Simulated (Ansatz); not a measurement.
C2H6ClNSn, SMILES `C[N](C)[Sn][Cl]`. Charge 0, multiplicity 1. Sn takes the def2 core potential. The structure was optimised at the PBE0-D4/def2-TZVP level. It is one conformer, not always the lowest.

```xyz
11

C    -1.178   -0.808    0.336
N    -0.160    0.206    0.215
C     0.901   -0.172   -0.681
Sn   -0.375    1.914    1.274
Cl    1.637    2.969    0.526
H    -1.970   -0.491    1.024
H    -0.765   -1.752    0.718
H    -1.648   -1.026   -0.633
H     1.649    0.617   -0.746
H     0.513   -0.366   -1.691
H     1.396   -1.092   -0.341
```

Question: What is the dipole moment at ωB97M-V/def2-TZVPP? (An estimate is asked.)

Answer: Computed: 3.12 D, with components (-2.36, -1.99, 0.47) D in this frame, pointing from negative to positive charge.

Question: And with PBE, r2SCAN, B3LYP? (Estimate.)

Answer: Ansatz gave: PBE 3.16 D, r2SCAN 3.24 D, B3LYP 3.21 D.

Question: Give the Mulliken charges with ωB97M-V, r2SCAN, PBE in def2-TZVPP. (Best estimate.)

Answer: The calculation gave: 
| atom | ωB97M-V | r2SCAN | PBE |
| --- | --- | --- | --- |
| C1 | -0.21 | -0.02 | -0.16 |
| N2 | -0.40 | -0.39 | -0.30 |
| C3 | -0.21 | -0.04 | -0.16 |
| Sn4 | 0.59 | 0.58 | 0.52 |
| Cl5 | -0.40 | -0.44 | -0.41 |
| H6 | 0.08 | 0.03 | 0.07 |
| H7 | 0.11 | 0.05 | 0.09 |
| H8 | 0.11 | 0.05 | 0.09 |
| H9 | 0.11 | 0.07 | 0.09 |
| H10 | 0.11 | 0.05 | 0.08 |
| H11 | 0.11 | 0.05 | 0.08 |

B3LYP here is the variant with VWN-RPA as its local correlation; programs differ in this.
